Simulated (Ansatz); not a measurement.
An input meant for B3F3 (charge 0, singlet).

```yaml
crystal:
  periodic: [false, false, false]
  atoms:
    - {symbol: B, position_ang: [-0.126596, 0.330723, -0.669219]}
    - {symbol: B, position_ang: [-0.006340, -0.042778, 0.759269]}
    - {symbol: B, position_ang: [0.252832, -0.460931, -0.172469]}
    - {symbol: F, position_ang: [-0.471985, 1.102375, -0.765683]}
    - {symbol: F, position_ang: [0.628224, -1.335618, -0.428473]}
    - {symbol: F, position_ang: [-0.323215, 0.490174, 1.203597]}
basis:
  gaussian: {orbitals: def2-SVP}
hamiltonian: {xc: {name: BHLYP}, dispersion: d3bj}
scf: {lower_state_search: full}
output: {forces: true}
```

```sh
$ ansatz run in.yaml --threads 4 --pin off --events-out ev --progress --plain --max-ram 8704MiB
```

Shortened log:

```
Functional definition: BHLYP
812 factors; integrals over basis functions are off by at most 6.1e-4 eV
mean field evaluation 1: about -10083.6088 eV, gradient 8.0e1 eV
mean field evaluation 2: about -10085.2140 eV, gradient 7.7e1 eV
mean field evaluation 4: about -10095.8692 eV, gradient 9.0e0 eV
mean field evaluation 8: about -10096.0617 eV, gradient 6.9e-1 eV
mean field evaluation 16: about -10096.0626 eV, gradient 1.0e-3 eV
mean field -10096.06259413 eV, -371.0234569772 hartree, gradient 7.0e-5 eV, S^2 0.000000; 0 other end points of the search recorded, 0 dependent functions left out
reference -10096.06273328 eV, -371.0234620909 hartree; 21, 21 occupied and 63, 63 virtual orbitals, 812 factors
Total energy: -10096.20073093 eV, -371.0285334110 hartree
Atom 0 at    -0.126596     0.330723    -0.669219 Å, force    23.753816   -54.114187   -15.263157 eV/Å
Atom 1 at    -0.006340    -0.042778     0.759269 Å, force    67.927589  -115.397906   -72.595435 eV/Å
Atom 2 at     0.252832    -0.460931    -0.172469 Å, force    13.721418   -19.198564    -1.004783 eV/Å
Atom 3 at    -0.471985     1.102375    -0.765683 Å, force   -47.215360   104.771078   -17.024737 eV/Å
Atom 4 at     0.628224    -1.335618    -0.428473 Å, force    23.223562   -53.071451   -15.157782 eV/Å
Atom 5 at    -0.323215     0.490174     1.203597 Å, force   -81.411026   137.011030   121.045894 eV/Å
Dipole moment:    -0.348783     0.578809     0.356437 e Å
```

Question: What is wrong with this run?

Answer: The geometry is squeezed to about two thirds of its size. The run converged. The result belongs to that input, not to the species as meant.
